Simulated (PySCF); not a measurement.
Electron correlation in F⁺ (fluorine, charge +1)

[He] 2s2 2p4, high-spin 3P determinant. Computed with PySCF 2.14 in def2-SVP (3s2p1d, 14 functions), with the non-relativistic Hamiltonian (point nucleus). Frozen: 1s2; 6 electrons correlated.

MP2 pair energies summed by pair of shells (mhartree):

```tsv
pair	energy	share (%)
2p-2p	-45.51	48.0
2s-2p	-42.32	44.7
2s-2s	-6.90	7.3
```

Total MP2 correlation energy: -94.73 mhartree.

Same-spin part -23.40 and opposite-spin part -71.33 mhartree; SCS-MP2 scales them by 1/3 and 6/5 to -93.40 mhartree.

```tsv
level	correlation energy (mhartree)
CCSD	-109.06
(T)	-0.82
CCSD(T)	-109.88
```

Diagnostics: T1 = 0.0041, D1 = 0.0069, largest double amplitude 0.042.

**Question.** Is a single reference adequate?

**Answer.** Yes: T1 lies below 0.03 and no double amplitude reaches 0.07.
